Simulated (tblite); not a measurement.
Start geometry of `F[SiH2]S[Si@H](F)C1CC1` from a force field or distance geometry (Å):
```
atom  x, y, z in Å
F1     3.436   -1.365    1.042
Si2    3.361   -0.117    0.021
S3     1.717    1.102    0.546
Si4    0.322   -0.449    0.140
F5     0.429   -0.870   -1.389
C6    -1.407    0.221    0.447
C7    -2.560   -0.297   -0.363
C8    -2.042    1.099   -0.591
H9     4.611    0.673    0.186
H10    3.270   -0.607   -1.362
H11    0.564   -1.637    1.009
H12   -1.589    0.467    1.490
H13   -3.526   -0.406    0.146
H14   -2.390   -1.033   -1.146
H15   -1.541    1.300   -1.531
H16   -2.662    1.926   -0.243
```

Question: What comes out of this run: GFN2-xTB geometry optimisation, gas phase (tblite)?

Answer: 
```
atom  x, y, z in Å
F1     3.4335   -1.7305    0.2682
Si2    3.5729   -0.1283    0.2409
S3     1.7779    0.6983    1.0488
Si4    0.2876   -0.3184   -0.1133
F5     0.6712   -0.1222   -1.6730
C6    -1.3418    0.5177    0.2482
C7    -2.6172   -0.2789    0.1570
C8    -2.3147    0.7447   -0.8792
H9     4.6136    0.2203    1.1785
H10    3.7485    0.2022   -1.1559
H11    0.3485   -1.7571    0.0526
H12   -1.3258    1.2821    1.0154
H13   -3.3965   -0.0725    0.8753
H14   -2.5483   -1.3206   -0.1174
H15   -2.0351    0.4088   -1.8658
H16   -2.8818    1.6634   -0.8794
```

The energy falls by 0.219 eV over 181 L-BFGS steps, the largest force on an atom goes from 1.60 to 0.009 eV/Å, and the atoms move by 0.801 Å rms after alignment. The bond that changes most is Si2–H9 (fluorine-bound silicon to Si–H hydrogen), which shortens by 0.045 Å. Bonds longer at the end by more than 0.005 Å: 4 of 16; shorter: 9. Among the angles that change most is H9–Si2–H10, from 109.5° to 119.0°. Among the dihedrals that turn most is H11–Si4–C6–C8, from -160° to -93°. Rotational constants go from 2774, 633.0, 590.8 to 2817, 586.5, 553.2 MHz. The orientation of the end geometry is arbitrary; only internal coordinates are fixed.

The run took 5.2 s on one thread of an Intel Xeon at 2.50 GHz (shared host).

Its GFN2-xTB frequencies are all real (lowest 17 cm⁻¹). The numbers are those of one conformer. 3 starts were optimised and ended at 0.00, 0.27 and 0.84 kcal/mol (GFN2-xTB); the lowest of these is shown.

These are computed values.
